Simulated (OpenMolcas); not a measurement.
## Tc5+ in a point-charge field

Tc5+ among 8 point charges of -1.2 e arranged as a cube (Oh), 2.26 Å from the ion.
```
   1.3048    1.3048    1.3048  -1.20
   1.3048    1.3048   -1.3048  -1.20
   1.3048   -1.3048    1.3048  -1.20
   1.3048   -1.3048   -1.3048  -1.20
  -1.3048    1.3048    1.3048  -1.20
  -1.3048    1.3048   -1.3048  -1.20
  -1.3048   -1.3048    1.3048  -1.20
  -1.3048   -1.3048   -1.3048  -1.20
```

```json
{
  "Program": "OpenMolcas 26.06",
  "Method": "SS-CASPT2, IPEA 0.25 Eh, imaginary shift 0.1 Eh (closed shells correlated: 4s 4p)",
  "Basis": "ANO-RCC-VDZP [6s5p3d1f]",
  "Scalar Hamiltonian": "DKH2, point nucleus",
  "Active space": "2 electrons in 5 orbitals (4d)",
  "State averaging": "2S+1 = 3 even, 10 roots; 2S+1 = 1 even, 15 roots",
  "Spin-orbit coupling": "RASSI with atomic mean-field integrals over the reference wave functions"
}
```

The lowest spin-free states (labels of O, the rotations of Oh), above the lowest:

```csv
State,Degeneracy,E (cm-1),Free-ion L (%)
3A2,1,0,F (100)
3T2,3,1770,F (100)
3T1,3,3990,F (99)
1E,2,11340,D (92)
1T2,3,12870,D (97)
3T1,3,14350,P (99)
1A1,1,18350,G (99)
1T1,3,19060,G (100)
1E,2,20360,G (92)
1T2,3,20790,G (97)
1A1,1,44030,S (99)
```

The lowest levels with spin-orbit coupling:

```tsv
E (cm-1)	Degeneracy	Label	2S+1
0	3	T2	3
1610	2	E	3
2510	1	A2	3
2980	3	T1	3
3130	3	T2	3
5130	3	T2	3
5810	2	E	3
6470	3	T1	3
6910	1	A1	3
12370	2	E	1 (84 %)
13400	3	T2	1 (72 %)
14280	1	A1	3
15100	3	T1	3
16800	2	E	3 (86 %)
17240	3	T2	3 (74 %)
19780	1	A1	1
20470	3	T1	1
21810	2	E	1
22200	3	T2	1
45600	1	A1	1
```

Powder χT (cm3 K/mol): 0.00914 at 2 K, 0.0134 at 10 K, 0.0345 at 50 K, 0.0609 at 100 K, 0.114 at 200 K, 0.167 at 300 K. The effective moment at 300 K is 2.828 √(χT) = 1.15 μB.

The lowest level has 2S+1 = 3, for which the spin-only value is χT = S(S+1) / 2 = 1.000 cm3 K/mol (g = 2). The computed 0.167 at 300 K differs by -0.833, through orbital momentum, spin-orbit coupling and any other state in reach.

Roots that are degenerate in the reference are averaged as groups; the widest CASPT2 spread within a group is 180 cm-1 (the 3-fold group of multiplicity 1 near 19100 cm-1 above the lowest state of its run). Shifts and gaps below about the spread of the groups concerned are not significant. Spin-orbit coupling mixes the spin-free states strongly: the lowest level takes only 63 % from its leading state, 3A2. The ground term spreads over less than 5000 cm-1, several times less than with real ligands, so orbital moments are less quenched and χT lies further from the spin-only value than at real sites. Free-ion shares, where given, are those of the reference states; single-state CASPT2 does not remix them. Point charges carry no covalency, so the field is a model and not that of real ligands. No measured value stands beside these numbers.
